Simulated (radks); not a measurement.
Values are calculated unless marked as measured or tabulated.
Excited configurations of Zr IV: one electron is placed in a higher orbital outside [Kr]. The ground configuration is [Kr] 4d1. Level of theory: scalar-relativistic Kohn-Sham, LDA (Slater exchange, Perdew-Wang correlation), spin-polarised, spherical densities, point nucleus; open shells are filled with parallel spins first (spin-orbit coupling, left out, can overturn this in heavy ions) (a radial shooting solver on a logarithmic mesh with Libxc functionals). Excitation = E - E(ground); binding = E(ion) - E, where the ion is the core of charge +4; n* = 4/sqrt(2 binding) in atomic units, and the quantum defect is n - n*.

outer orbital  excitation (eV)  binding (eV)     n*  <r> (bohr)
4f                      19.499        15.074  3.800       3.744
5s                       4.377        30.195  2.685       2.830
5p                      10.027        24.546  2.978       3.240
5d                      17.819        16.753  3.605       4.305
6f                      27.617         6.956  5.594       10.43
7s                      24.567        10.006  4.664       8.362
7p                      25.700         8.872  4.953       9.209
7d                      27.528         7.045  5.559       11.16
7f                      29.484         5.089  6.541       14.90

The Delta-SCF ionisation energy is 34.573 eV (NIST Atomic Spectra Database: 34.418 eV, measured). Self-interaction in the functional shifts the binding energies and quantum defects, so they are the method's values and not measured ones. Open shells are spherical and high-spin; term and fine-structure splittings are not resolved.
